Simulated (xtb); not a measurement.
C2H4BF3, SMILES FCB(CF)F. All values are semi-empirical tight-binding results from xtb (GFN2-xTB unless named), good for trends rather than for accurate numbers. Geometry: GFN2-xTB. The structure was generated by enumeration, and PubChem lists no compound with its InChIKey, so it may never have been made. One conformer was computed; it need not be the lowest.

| Quantity | Value |
|---|---|
| point group as xtb finds it | Cs |
| orbital gap | 4.56 eV |
| dipole moment | 2.12 D |
| zero-point energy | 39.7 kcal/mol |
| G − E(el) at 298.15 K (modified RRHO) | 19.8 kcal/mol |
| static polarisability (D4 model) | 41.8 bohr³ |
| solvation energy, GFN2-xTB/ALPB(water) | -4.5 kcal/mol |
| solvation energy, GFN2-xTB/ALPB(benzene) | -4.2 kcal/mol |

Computed IR lines (harmonic; lines under 4 % of the strongest left out, lines within 3 cm⁻¹ merged):
ν (cm⁻¹): 74 (w), 93 (w), 493 (w), 834 (m), 1006 (s), 1037 (w), 1109 (m), 1184 (w), 1258 (m), 1288 (w), 1338 (vs), 1407 (w), 2918 (w), 2932 (w), 2936 (w) (against the strongest line: vs over 80 %, s over 45 %, m over 15 %, w over 4 %, vw less)
